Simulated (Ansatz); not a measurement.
`C#C[SiH](F)Cl`: the same geometry under several functionals.

```yaml
crystal:
  periodic: [false, false, false]
  atoms:
    - {symbol: C, position_ang: [-0.001810, -1.973274, -0.343661]}
    - {symbol: C, position_ang: [0.007283, -0.792004, -0.105235]}
    - {symbol: Si, position_ang: [0.071933, 0.977436, 0.257233]}
    - {symbol: F, position_ang: [-1.001639, 1.310766, 1.375532]}
    - {symbol: Cl, position_ang: [-0.396686, 2.032382, -1.414553]}
    - {symbol: H, position_ang: [-0.014464, -3.018357, -0.556291]}
    - {symbol: H, position_ang: [1.396485, 1.395049, 0.741274]}
basis:
  gaussian: {orbitals: def2-TZVPP}
hamiltonian: {xc: pbe0, dispersion: d4}
output: {orbitals: {seedname: orbitals}}
```

```sh
$ ansatz run in.yaml --threads 2 --pin off --events-out ev --progress --plain
```

Shortened log:

```
Functional definition: PBE0
1250 factors; their error is unknown
mean field evaluation 1: about -25209.8608 eV, gradient 5.1e1 eV
mean field evaluation 2: about -25207.8661 eV, gradient 6.1e1 eV
mean field evaluation 4: about -25215.1217 eV, gradient 3.2e0 eV
mean field evaluation 8: about -25215.2044 eV, gradient 2.8e-1 eV
mean field evaluation 16: about -25215.2045 eV, gradient 3.6e-5 eV
mean field -25215.20449593 eV, -926.6416737460 hartree, gradient 3.6e-5 eV, S^2 0.000000; 0 other end points of the search recorded, 0 dependent functions left out
reference -25215.20452497 eV, -926.6416748133 hartree; 27, 27 occupied and 178, 178 virtual orbitals, 1250 factors
Total energy: -25215.35083990 eV, -926.6470517877 hartree
```

It took 2.1 s on 2 threads of a server CPU on a shared host, with 0.46 GiB of host memory at the peak.

The same input with `hamiltonian: {xc: {name: B2PLYP}}` (abridged; 3.8 s):

```
Functional definition: B2PLYP
mean field evaluation 16: about -25210.5017 eV, gradient 1.9e-4 eV
mean field -25210.50168529 eV, -926.4688486425 hartree, gradient 6.2e-6 eV, S^2 0.000000
13 core orbitals not correlated: weight in the atoms' cores, before any rotation towards them, 1.000 or more for the frozen orbitals, at most 0.000 for the correlated occupied ones
second order -28.10368115 eV of doubles, -0.00000000 eV of singles
Total energy: -25218.08984555 eV, -926.7477083886 hartree
```

The same input with `hamiltonian: {xc: {name: B3LYP}, dispersion: d4}` and forces (abridged; 3.3 s):

```
Functional definition: B3LYP
mean field evaluation 16: about -25228.9558 eV, gradient 1.8e-4 eV
mean field -25228.95576231 eV, -927.1470234644 hartree, gradient 2.9e-5 eV, S^2 0.000000
Total energy: -25229.23718415 eV, -927.1573655265 hartree
Atom 0 force    -0.000303    -0.078922    -0.020815 eV/Å
Atom 1 force     0.007983    -0.068185     0.001901 eV/Å
Atom 2 force     0.273634    -0.107265     0.052186 eV/Å
Atom 3 force    -0.143817     0.048119     0.160201 eV/Å
Atom 4 force    -0.051637     0.127214    -0.189779 eV/Å
Atom 5 force     0.000377     0.111138     0.023198 eV/Å
Atom 6 force    -0.086237    -0.032099    -0.026892 eV/Å
Dipole moment:     0.210609    -0.354068    -0.057201 e Å
```

The same input with `hamiltonian: {xc: {name: PBE-QIDH}}` (abridged; 3.7 s):

```
Functional definition: PBE-QIDH
mean field evaluation 16: about -25201.4017 eV, gradient 1.1e-4 eV
mean field -25201.40172663 eV, -926.1344313299 hartree, gradient 5.2e-6 eV, S^2 0.000000
13 core orbitals not correlated: weight in the atoms' cores, before any rotation towards them, 1.000 or more for the frozen orbitals, at most 0.000 for the correlated occupied ones
second order -26.04326592 eV of doubles, -0.00000000 eV of singles
Total energy: -25210.08282703 eV, -926.4534558856 hartree
```

The same input with `hamiltonian: {xc: {name: r2SCAN0}, dispersion: d4}` (abridged; 3 s):

```
Functional definition: r2SCAN0
mean field evaluation 16: about -25223.1935 eV, gradient 6.7e-5 eV
mean field -25223.19350457 eV, -926.9352643985 hartree, gradient 6.7e-5 eV, S^2 0.000000
Total energy: -25223.24254222 eV, -926.9370664988 hartree
```

The same input with `hamiltonian: {xc: {name: LC-wPBE}, dispersion: d4}` (abridged; 1.9 s):

```
WARN the engine holds no damping parameters fitted to this dispersion correction and functional, so the run takes those fitted to pbe0 (hamiltonian.dispersion, under Limitations)
Functional definition: LC-wPBE
mean field evaluation 16: about -25218.7323 eV, gradient 7.6e-5 eV
mean field -25218.73231690 eV, -926.7713187753 hartree, gradient 7.6e-5 eV, S^2 0.000000
Total energy: -25218.87863183 eV, -926.7766957500 hartree
```

B3LYP takes the VWN-RPA correlation (the form of Gaussian; ORCA's B3LYP/G).

LC-ωPBE has ω = 0.4 bohr⁻¹; the program lends it PBE0's D4 damping.
